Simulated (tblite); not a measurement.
C6H5F3.
SMILES with atom numbers: `[CH2:1]=[CH:2][C:3](=[CH2:4])[C:5]([F:6])=[C:7]([F:8])[F:9]` (hydrogens: H10, H11 on C1; H12 on C2; H13, H14 on C4)

Computed with GFN2-xTB (tblite), gas phase: Langevin dynamics at 200 K from the optimised GFN2-xTB geometry, time step 0.5 fs, friction 0.01 fs⁻¹, 2000 steps.

Start geometry:
```
atom  x, y, z in Å
C1     -1.175   -1.603   -0.217
C2     -1.282   -0.282   -0.209
C3     -0.190    0.662   -0.448
C4     -0.414    1.868   -0.982
C5      1.187    0.273   -0.128
F6      2.149    0.802   -0.914
C7      1.598   -0.486    0.888
F8      2.866   -0.780    1.147
F9      0.804   -1.034    1.798
H10    -0.238   -2.109   -0.378
H11    -2.034   -2.233   -0.071
H12    -2.252    0.180   -0.086
H13     0.388    2.556   -1.187
H14    -1.408    2.187   -1.238
```

The statistics below take the 31 frames saved every 25 fs from 250 to 1000 fs; their kinetic temperature (all 3N coordinates) averages 166 K.

**Question.** How do the bond lengths spread?

**Answer.** 
| bond | start (Å) | mean (Å) | standard deviation (Å) | shortest (Å) | longest (Å) |
| --- | --- | --- | --- | --- | --- |
| C1=C2 | 1.326 | 1.327 | 0.020 | 1.291 | 1.366 |
| C2–C3 | 1.462 | 1.467 | 0.024 | 1.414 | 1.522 |
| C3=C4 | 1.338 | 1.339 | 0.016 | 1.306 | 1.376 |
| C3–C5 | 1.467 | 1.476 | 0.021 | 1.441 | 1.515 |
| C5–F6 | 1.351 | 1.348 | 0.019 | 1.308 | 1.385 |
| C5=C7 | 1.333 | 1.336 | 0.024 | 1.284 | 1.394 |
| C7–F8 | 1.326 | 1.327 | 0.021 | 1.293 | 1.381 |
| C7–F9 | 1.326 | 1.331 | 0.017 | 1.298 | 1.382 |
| C1–H10 | 1.077 | 1.076 | 0.020 | 1.038 | 1.109 |
| C1–H11 | 1.076 | 1.078 | 0.016 | 1.048 | 1.112 |
| C2–H12 | 1.081 | 1.083 | 0.021 | 1.037 | 1.139 |
| C4–H13 | 1.076 | 1.079 | 0.025 | 1.025 | 1.114 |
| C4–H14 | 1.075 | 1.078 | 0.019 | 1.027 | 1.110 |

**Question.** Give the same statistics for bond angles, one of each kind among heavy atoms.

**Answer.** 
| angle | start (°) | mean (°) | standard deviation (°) | smallest (°) | largest (°) |
| --- | --- | --- | --- | --- | --- |
| C1–C2–C3 | 125.6 | 125.5 | 3.4 | 119.7 | 132.2 |
| C2–C3–C4 | 121.5 | 121.8 | 2.3 | 116.9 | 126.8 |
| C2–C3–C5 | 119.6 | 119.3 | 2.7 | 113.8 | 124.8 |
| C4–C3–C5 | 118.9 | 118.6 | 2.3 | 114.8 | 124.9 |
| C3–C5–F6 | 115.9 | 115.8 | 3.0 | 111.5 | 122.2 |
| C3–C5–C7 | 127.4 | 126.0 | 3.1 | 119.5 | 131.1 |
| F6–C5–C7 | 116.6 | 117.8 | 3.2 | 111.3 | 124.3 |
| C5–C7–F8 | 124.7 | 125.7 | 2.2 | 121.7 | 131.0 |
| C5–C7–F9 | 125.0 | 123.6 | 2.3 | 118.2 | 127.1 |
| F8–C7–F9 | 110.3 | 110.5 | 1.7 | 106.7 | 113.8 |

**Question.** How far does each atom move about its mean position (frames aligned on the start, all atoms weighted alike), and what rms force does it feel?

**Answer.** 
```csv
atom,rms displacement (Å),rms force (eV/Å)
C1,0.10,1.61
C2,0.11,1.66
C3,0.06,1.36
C4,0.09,1.50
C5,0.07,1.74
F6,0.26,0.73
C7,0.08,1.68
F8,0.12,0.80
F9,0.25,0.67
H10,0.27,0.73
H11,0.14,0.65
H12,0.27,0.80
H13,0.19,0.95
H14,0.16,0.73
```

The displacements run from 0.06 to 0.27 Å.

**Question.** Follow the torsions C1–C2–C3–C4 and C2–C3–C5–F6 through every second one of these frames.

**Answer.** 
```json
{"t (fs)": "250", "C1–C2–C3–C4 (°)": "153", "C2–C3–C5–F6 (°)": "140"}
{"t (fs)": "300", "C1–C2–C3–C4 (°)": "165", "C2–C3–C5–F6 (°)": "132"}
{"t (fs)": "350", "C1–C2–C3–C4 (°)": "165", "C2–C3–C5–F6 (°)": "117"}
{"t (fs)": "400", "C1–C2–C3–C4 (°)": "160", "C2–C3–C5–F6 (°)": "111"}
{"t (fs)": "450", "C1–C2–C3–C4 (°)": "157", "C2–C3–C5–F6 (°)": "120"}
{"t (fs)": "500", "C1–C2–C3–C4 (°)": "165", "C2–C3–C5–F6 (°)": "125"}
{"t (fs)": "550", "C1–C2–C3–C4 (°)": "180", "C2–C3–C5–F6 (°)": "122"}
{"t (fs)": "600", "C1–C2–C3–C4 (°)": "174", "C2–C3–C5–F6 (°)": "129"}
{"t (fs)": "650", "C1–C2–C3–C4 (°)": "149", "C2–C3–C5–F6 (°)": "133"}
{"t (fs)": "700", "C1–C2–C3–C4 (°)": "147", "C2–C3–C5–F6 (°)": "139"}
{"t (fs)": "750", "C1–C2–C3–C4 (°)": "139", "C2–C3–C5–F6 (°)": "146"}
{"t (fs)": "800", "C1–C2–C3–C4 (°)": "155", "C2–C3–C5–F6 (°)": "147"}
{"t (fs)": "850", "C1–C2–C3–C4 (°)": "166", "C2–C3–C5–F6 (°)": "151"}
{"t (fs)": "900", "C1–C2–C3–C4 (°)": "180", "C2–C3–C5–F6 (°)": "143"}
{"t (fs)": "950", "C1–C2–C3–C4 (°)": "170", "C2–C3–C5–F6 (°)": "147"}
{"t (fs)": "1000", "C1–C2–C3–C4 (°)": "156", "C2–C3–C5–F6 (°)": "142"}
```

Largest departure from the start value over all these frames: C1–C2–C3–C4 30° (start 151°), C2–C3–C5–F6 38° (start 148°).

The run is classical and short, so these are rough statistics of one trajectory.

What follows is the cost of the whole dynamics run. Hardware: one thread of an Intel Xeon Platinum 8375C at 2.90 GHz, no GPU, shared host with 96 logical CPUs at a one-minute load of 13. Cost: 12 s of wall time, 0.18 GiB resident at most.
